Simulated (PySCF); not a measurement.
GeHO, SMILES [OH+]=[Ge] (connectivity only; charge and spin as stated), charge +1, multiplicity 1.

The structure is a stationary point at PBE0-D3(BJ)/def2-TZVP. The isomer is the one that the SMILES or the coordinates give; other isomers of the formula were not compared.

Calculation: ωB97X/def2-TZVPD run with PySCF.

Gas-phase values at a fixed geometry.

Computed frontier levels, gap, dipole moment and polarisability:
* **highest occupied level**: -19.55 eV
* **lowest empty level**: -6.58 eV
* **orbital gap**: 12.97 eV
* **dipole moment about the centre of nuclear charge**: 0.27 D
* **mean static polarisability**: 23.9 bohr³ (3.55 Å³)
* **polarisability, principal values**: 20.8, 20.8, 30.2 bohr³
